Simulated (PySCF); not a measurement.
Curvature of the energy in the electron number along the third row, charge +2

Calculated with PySCF 2.14, in aug-cc-pVDZ, non-relativistic, aug-cc-pV(D+d)Z, non-relativistic: one orbital is emptied in steps, and each cell gives the departure of E from the straight line at half an electron, in eV (from a cubic fit). The exact functional gives zero.

```csv
species,orbital,LDA,PBE,r2SCAN,PBE0,BHandHLYP,UHF
Mg²⁺,2p beta,-4.02,-3.89,-3.53,-2.88,-1.87,0.20
Si²⁺,3s beta,-1.20,-1.22,-0.97,-0.90,-0.67,0.04
S²⁺,3p alpha,-1.51,-1.47,-1.36,-1.07,-0.69,0.13
Cl²⁺,3p alpha,-1.67,-1.62,-1.49,-1.18,-0.75,0.17
Ar²⁺,3p beta,-1.70,-1.64,-1.50,-1.18,-0.76,0.23
```

Problem. Estimate the missing row, P²⁺.

Solution. The calculation gives LDA -1.35; PBE -1.32; r2SCAN -1.22; PBE0 -0.97; BHandHLYP -0.64; UHF 0.09.

Problem. How does the mean departure depend on the functional?

Solution. LDA -1.91 eV; PBE -1.86 eV; r2SCAN -1.68 eV; PBE0 -1.36 eV; BHandHLYP -0.90 eV; UHF 0.14 eV. Semilocal functionals are convex (delocalisation error), Hartree-Fock is concave or straight, and exact exchange removes curvature roughly in proportion to its share, so among the functionals the range-separated hybrids usually come closest to zero.
